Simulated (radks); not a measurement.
Values are calculated unless marked as measured or tabulated.
Question: Ionisation of the mercury ion Hg+, [Xe] 4f14 5d10 6s1, to Hg2+, [Xe] 4f14 5d10, under several functionals. Scalar-relativistic Kohn-Sham, spin-polarised, spherical densities, finite nucleus; open shells are filled with parallel spins first (spin-orbit coupling, left out, can overturn this in heavy ions); a radial shooting solver on a logarithmic mesh with Libxc functionals. Known Delta-SCF values: LDA (Slater exchange, Perdew-Zunger correlation) 19.547 eV. What does exchange-only PBE give, and what is its highest occupied eigenvalue?

Answer: 18.466 eV by Delta-SCF; the 6s eigenvalue is -14.381 eV. NIST: 18.757 eV (measured).
